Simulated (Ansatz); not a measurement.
Consider the cleavage of the Sn–B bond: `[BH2][SnH]([Cl])[O]C` + CH₃OH → `C[O][SnH]([Cl])[O]C` + BH₃.

Program: Ansatz. Geometries: PBE0-D4/def2-TZVP. ΔE: electronic, gas phase. CBS: MP2 limit from def2 TZ/QZ plus the TZ coupled-cluster correction, frozen cores. This one scheme is used for every species. Functionals use def2-TZVPP. B3LYP here is the variant with VWN-RPA as its local correlation; programs differ in this. def2 core potentials past Kr. For Sn outer-core shells are correlated without core-valence functions, which leaves a few kJ/mol of doubt a bond. Each species was taken in one conformer, which may not be the lowest.

(1) Is it downhill or uphill in electronic energy at CCSD(T)/CBS, and by how much? (An estimate is asked.)

(2) What do these levels give: r2SCAN-D4, B3LYP-D4, PBE, r2SCAN, PBE0, B3LYP, MP2/def2-TZVPP, SCS-MP2/def2-TZVPP, CCSD/def2-TZVPP, HF/CBS(def2), MP2/CBS(def2), CCSD/CBS(def2)? (Best estimate.)

Largest T1 diagnostic among the species: 0.013.

## Answers

(1) The calculation gave: Downhill: ΔE = -28.0 kJ/mol.

(2) Computed: r2SCAN-D4 -24.8, B3LYP-D4 -26.1, PBE -11.9, r2SCAN -23.6, PBE0 -11.0, B3LYP -20.7, MP2/def2-TZVPP -29.1, SCS-MP2/def2-TZVPP -31.2, CCSD/def2-TZVPP -22.7, HF/CBS(def2) -30.5, MP2/CBS(def2) -31.9, CCSD/CBS(def2) -25.5 kJ/mol.

The D4 term adds −5.4 kJ/mol with B3LYP and −3.2 kJ/mol with PBE0; it sums over pairs of atoms, weighted by their polarisabilities, and B3LYP, whose exchange is more repulsive, gets the larger term.
